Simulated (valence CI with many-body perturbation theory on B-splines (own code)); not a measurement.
## Energy levels of Cs XXIII

Calculated by valence CI with perturbative core correlation (CI+MBPT): five valence electrons over a frozen Dirac-Fock core [Ar] 3d10, a basis of 9 s, 9 p, 8 d, 6 f, 3 g, 1 h functions for each j, with the one-electron correlation potential Σ1 (screened to all orders), the two-electron term Σ2, the three-electron term Σ3, Breit, model QED; selected single and double excitations, second order for the rest (own B-spline code, finite nucleus).

No measured spectrum was set against this ion. As an estimate, levels hold to about 250 cm⁻¹ or 0.2 % of their energy and the worst to 1 %, as in measured heavy ions of charge 2 to 7; those with d or f electrons hold less well. Among the levels kept, up to 270 cm⁻¹ of a level comes from second order outside the variational space, and about a tenth of that is noise between levels of different J, which matters for small intervals.

Levels 1 to 45 of 48, with energies above the lowest level, (4s^2 4p1/2^2 4p3/2) J=3/2. "Leading %" is the weight of the configuration and term that name the level; weights of strongly mixed levels are sums over their largest components and can fall short. In the jj column 3d3/2^4 stands for four electrons in 3d with j = 3/2. Lifetimes count E1, E2, E3, M1 and M2 decay at the calculated energies, and are blank where another channel may lead or the interval is too uncertain; long ones can be off by a factor of two.

| No. | Configuration | Term | J | E (cm⁻¹) | Leading % | Lifetime | g | Leading jj |
| --- | --- | --- | --- | --- | --- | --- | --- | --- |
| 1 | 4s2 4p3 | 4S° | 3/2 | 0 | 39 |  | 1.482 | 4s^2 4p1/2^2 4p3/2 (95 %) |
| 2 | 4s2 4p3 | 2D° | 3/2 | 121420 | 49 | 25.7 μs | 1.381 | 4s^2 4p1/2 4p3/2^2 (95 %) |
| 3 | 4s2 4p3 | 2D° | 5/2 | 147600 | 98 | 127 μs | 1.198 | 4s^2 4p1/2 4p3/2^2 (98 %) |
| 4 | 4s2 4p3 | 2P° | 1/2 | 181910 | 98 | 23.5 μs | 0.663 | 4s^2 4p1/2 4p3/2^2 (98 %) |
| 5 | 4s2 4p3 | 2P° | 3/2 | 305340 | 57 | 8.70 μs | 1.268 | 4s^2 4p3/2^3 (96 %) |
| 6 | 4s 4p4 | 4P | 5/2 | 541090 | 78 | 95.3 ps | 1.533 | 4s 4p1/2^2 4p3/2^2 (89 %) |
| 7 | 4s 4p4 | 4P | 3/2 | 605180 | 44 | 30.3 ps | 1.353 | 4s 4p1/2^2 4p3/2^2 (66 %) |
| 8 | 4s 4p4 | 4P | 1/2 | 611290 | 55 | 34.2 ps | 2.369 | 4s 4p1/2^2 4p3/2^2 (78 %) |
| 9 | 4s 4p4 | 4P | 3/2 | 688210 | 46 | 55.7 ps | 1.284 | 4s 4p1/2 4p3/2^3 (70 %) |
| 10 | 4s 4p4 | 2D | 5/2 | 724130 | 69 | 48.6 ps | 1.261 | 4s 4p1/2 4p3/2^3 (82 %) |
| 11 | 4s2 4p2 4d | 4F | 3/2 | 725990 | 41 | 30.5 ps | 0.741 | 4s^2 4p1/2^2 4d3/2 (73 %) |
| 12 | 4s2 4p2 4d | 4F | 5/2 | 765220 | 34 | 25.2 ps | 1.174 | 4s^2 4p1/2^2 4d5/2 (78 %) |
| 13 | 4s 4p4 | 2P | 1/2 | 766140 | 38 | 14.2 ps | 1.417 | 4s 4p1/2 4p3/2^3 (59 %) |
| 14 | 4s 4p4 | 2P | 3/2 | 777730 | 44 | 16.7 ps | 1.118 | 4s 4p1/2 4p3/2^3 (56 %) |
| 15 | 4s2 4p2 4d | 2F | 5/2 | 831050 | 57 | 272 ps | 0.942 | 4s^2 4p1/2 4p3/2 4d3/2 (90 %) |
| 16 | 4s2 4p2 4d | 4D | 1/2 | 841680 | 79 | 46.4 ps | 0.277 | 4s^2 4p1/2 4p3/2 4d3/2 (83 %) |
| 17 | 4s2 4p2 4d | 4F | 7/2 | 849670 | 55 | 1.33 ns | 1.130 | 4s^2 4p1/2 4p3/2 4d3/2 (72 %) |
| 18 | 4s2 4p2 4d | 4D | 3/2 | 854570 | 44 | 11.4 ps | 1.032 | 4s^2 4p1/2 4p3/2 4d3/2 (66 %) |
| 19 | 4s2 4p2 4d | 4D | 7/2 | 858750 | 50 | 127 ns | 1.299 | 4s^2 4p1/2 4p3/2 4d5/2 (88 %) |
| 20 | 4s2 4p2 4d | 4F | 9/2 | 884000 | 55 |  | 1.233 | 4s^2 4p1/2 4p3/2 4d5/2 (93 %) |
| 21 | 4s2 4p2 4d | 2F | 5/2 | 895360 | 27 | 10.9 ps | 1.198 | 4s^2 4p1/2 4p3/2 4d5/2 (75 %) |
| 22 | 4s2 4p2 4d | 2P | 3/2 | 905460 | 35 | 4.85 ps | 1.191 | 4s^2 4p1/2 4p3/2 4d5/2 (62 %) |
| 23 | 4s 4p4 | 2P | 1/2 | 914830 | 31 | 14.7 ps | 1.320 | 4s 4p3/2^4 (60 %) |
| 24 | 4s2 4p2 4d | 4P | 5/2 | 932410 | 41 | 2.90 ps | 1.384 | 4s^2 4p1/2 4p3/2 4d3/2 (41 %) |
| 25 | 4s2 4p2 4d | 2G | 7/2 | 936730 | 54 | 16.8 ps | 1.047 | 4s^2 4p1/2 4p3/2 4d5/2 (60 %) |
| 26 | 4s2 4p2 4d | 4P | 3/2 | 939710 | 45 | 2.85 ps | 1.465 | 4s^2 4p1/2 4p3/2 4d3/2 (58 %) |
| 27 | 4s2 4p2 4d | 4P | 1/2 | 940440 | 43 | 2.74 ps | 2.032 | 4s^2 4p1/2 4p3/2 4d3/2 (83 %) |
| 28 | 4s2 4p2 4d | 2D | 3/2 | 969330 | 74 | 9.07 ps | 0.870 | 4s^2 4p1/2 4p3/2 4d5/2 (66 %) |
| 29 | 4s2 4p2 4d | 2D | 5/2 | 981080 | 59 | 2.61 ps | 1.102 | 4s^2 4p1/2 4p3/2 4d5/2 (53 %) |
| 30 | 4s2 4p2 4d | 2P | 1/2 | 997110 | 58 | 3.25 ps | 0.974 | 4s^2 4p1/2 4p3/2 4d5/2 (67 %) |
| 31 | 4s2 4p2 4d | 2F | 7/2 | 1012800 | 49 | 199 ps | 1.241 | 4s^2 4p3/2^2 4d5/2 (96 %) |
| 32 | 4s2 4p2 4d | 2G | 9/2 | 1024200 | 54 | 17.9 μs | 1.209 | 4s^2 4p3/2^2 4d5/2 (93 %) |
| 33 | 4s2 4p2 4d | 2P | 1/2 | 1038600 | 65 | 4.35 ps | 1.053 | 4s^2 4p3/2^2 4d3/2 (56 %) |
| 34 | 4s2 4p2 4d | 2D | 3/2 | 1050700 | 48 | 2.66 ps | 1.114 | 4s^2 4p3/2^2 4d3/2 (81 %) |
| 35 | 4s2 4p2 4d | 2D | 5/2 | 1056900 | 38 | 2.55 ps | 1.199 | 4s^2 4p3/2^2 4d3/2 (64 %) |
| 36 | 4s2 4p2 4d | 2F | 7/2 | 1086500 | 82 | 2.17 ps | 1.117 | 4s^2 4p3/2^2 4d3/2 (73 %) |
| 37 | 4s2 4p2 4d | 2D | 5/2 | 1091600 | 84 | 194 ps | 1.205 | 4s^2 4p3/2^2 4d5/2 (94 %) |
| 38 | 4s2 4p2 4d | 2P | 3/2 | 1105300 | 46 | 3.11 ps | 1.105 | 4s^2 4p3/2^2 4d3/2 (51 %) |
| 39 | 4s2 4p2 4d | 2S | 1/2 | 1114300 | 42 | 3.07 ps | 1.884 | 4s^2 4p3/2^2 4d5/2 (45 %) |
| 40 | 4s2 4p2 4d | 2D | 3/2 | 1146300 | 69 | 2.89 ps | 0.975 | 4s^2 4p3/2^2 4d5/2 (60 %) |
| 41 | 4s2 4p2 4d | 2D | 5/2 | 1162800 | 55 | 2.38 ps | 1.104 | 4s^2 4p3/2^2 4d5/2 (78 %) |
| 42 | 4p5 | 2P° | 3/2 | 1197300 | 70 | 19.6 ps | 1.335 | 4p1/2^2 4p3/2^3 (70 %) |
| 43 | 4s 4p3 4d | 6D° | 1/2 | 1226700 | 70 | 203 ps | 3.011 | 4s 4p1/2^2 4p3/2 4d3/2 (71 %) |
| 44 | 4s 4p3 4d | 6D° | 5/2 | 1227900 | 57 | 139 ps | 1.468 | 4s 4p1/2^2 4p3/2 4d3/2 (71 %) |
| 45 | 4s 4p3 4d | 6D° | 3/2 | 1230200 | 66 | 71.7 ps | 1.652 | 4s 4p1/2^2 4p3/2 4d3/2 (65 %) |

The ionisation energy to 4s2 4p2 3P_0 of the next ion comes out as 701.95 eV (NIST: 700 ± 4 eV (theoretical)). All 48 levels together are meant to be complete up to 1282300 cm⁻¹.
